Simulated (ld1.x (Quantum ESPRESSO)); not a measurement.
## Varying the TM potential for Cl

Base potential:

chlorine, norm-conserving Troullier–Martins (Kleinman–Bylander form), made with ld1.x (Quantum ESPRESSO) 7.5 (PBE, scalar-relativistic). Core [Ne], reference 3s1.5 3p5.5. Waves: 3s (bound): rc 1.20 bohr; 3p (bound): rc 1.35 bohr; 3d channel at 0.3 Ry: rc 1.30 bohr. Local part: all-electron potential smoothed inside 0.95 bohr (lloc = -1). Core correction: Bessel-smoothed model core, default radius (core density twice the valence density).

All-electron outer shells of the reference configuration (PBE, scalar-relativistic, ld1.x):

```
shell  level (eV)  outermost node (bohr)  outermost maximum (bohr)
   2s     -253.39                   0.12                      0.36
   2p     -192.31                      –                      0.30
   3s      -21.02                   0.55                      1.27
   3p       -8.87                   0.53                      1.43
```

Cutoffs, loose and tight: the cutoffs (Ry, on a coarse ladder) from which the occupation-weighted sum of valence levels, in a spherical-Bessel basis at the reference potential, stays within 10 and 1 mRy of its value at 400 Ry. They do not see the model core or the augmentation charge, which bear on the density cutoff. Test errors are all-electron minus pseudo excitation energies from the reference, over the configurations 3s2 3p5; 3s2 3p4; 3s2 3p3; 3s1 3p5; 3s2 3p2; 3s2 3p5.3; 3s2 3p4.5. A dash means not determined; rows that change the core or the reference have their own tests.

The default core radius of the base comes out at 0.79 bohr.

| change | outcome | cutoff, loose | cutoff, tight | bound ghosts | largest test error (meV) |
| --- | --- | --- | --- | --- | --- |
| base | generated | 35 Ry | 70 Ry | none | +110 |
| wave 3d channel at 0.3 Ry: rc 1.30 bohr becomes 3d channel at 0.3 Ry: rc 1.58 bohr | generated | 35 Ry | 70 Ry | none | +110 |
| core correction Bessel-smoothed model core inside 1.14 bohr | generated | 35 Ry | 70 Ry | none | +109 |
| local potential all-electron potential smoothed inside 1.00 bohr (lloc = -1) | generated | 40 Ry | 70 Ry | none | +105 |
| wave 3d channel at 0.3 Ry: rc 1.30 bohr becomes 3d channel at 0.03 Ry: rc 1.30 bohr | generated | 35 Ry | 70 Ry | none | +110 |
| wave 3p (bound): rc 1.35 bohr becomes 3p (bound): rc 1.80 bohr | generated | 35 Ry | 70 Ry | none | +99 |
| core correction Bessel-smoothed model core inside 0.84 bohr | generated | 35 Ry | 70 Ry | none | +110 |
| wave 3d channel at 0.3 Ry: rc 1.30 bohr becomes 3d channel at 6.92 Ry: rc 1.30 bohr | generated | 35 Ry | 70 Ry | none | +110 |
| wave 3p (bound): rc 1.35 bohr becomes 3p (bound): rc 0.90 bohr | generated | 230 Ry | over 300 Ry | none | +101 |
| local potential all-electron potential smoothed inside 1.02 bohr (lloc = -1) | generated | 40 Ry | 70 Ry | none | +106 |

(1) What comes out with this change to the base: all radii but the core radius scaled by about 1.35 (s 1.62, p 1.82, d 1.74 bohr); local potential all-electron potential smoothed inside 1.28 bohr (lloc = -1)?

(2) What comes out with this change to the base: wave 3s (bound): rc 1.20 bohr becomes 3s (bound): rc 1.14 bohr?

Answers

(1) outcome: generated; cutoff, loose: 30 Ry; cutoff, tight: 55 Ry; bound ghosts: none; largest test error (meV): +122.

(2) outcome: generated; cutoff, loose: 45 Ry; cutoff, tight: 80 Ry; bound ghosts: none; largest test error (meV): +112.
